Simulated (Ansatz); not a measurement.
C$_{3}$H$_{8}$, triplet, at the geometry of the source list (a higher spin typed on purpose: for a closed-shell molecule this is an excited state). Base run: Ansatz (an electronic-structure program) with PBE0/6-31G**.

Geometry (Å):
```xyz
11

C      1.1284     0.5163    -0.3186
C      0.1319    -0.6060    -0.0596
C     -1.2270    -0.0637     0.3631
H      2.0927     0.1134    -0.6192
H      0.7685     1.1707    -1.1096
H      1.2712     1.1139     0.5791
H      0.5200    -1.2620     0.7231
H      0.0172    -1.2052    -0.9659
H     -1.9266    -0.8763     0.5441
H     -1.1369     0.5210     1.2761
H     -1.6396     0.5777    -0.4126
```
Charge 0, spin multiplicity 3.
Orbitals are unrestricted.
All else is at Ansatz's defaults.
Base energy -118.62112 Eh.

Variants of this job, named by their change:

```
change                                                           ΔE vs base (kcal/mol)
---------------------------------------------------------------  ---------------------
base                                                                             0.000
point_charge = charge:0.5 position_ang:3.3479, 3.2738, 2.2275                   -0.534
final_grid = 14, 28, 59                                                          0.000
lower_state_search = full                                                        0.000
final_grid = 10, 20, 41                                                          0.000
final_grid = 6, 12, 29                                                           0.005
fitting.mean_field = cc-pVTZ-JKFIT                                              -0.043
point_charge = charge:1.0 position_ang:-3.8591, 3.2483, 1.2017                   -1.46
fitting.mean_field = def2-universal-JKFIT                                       -0.040
point_charge = charge:-1.0 position_ang:0.0941, 5.1189, -0.8219                  -4.57
final_grid = 4, 8, 17                                                            0.131
```
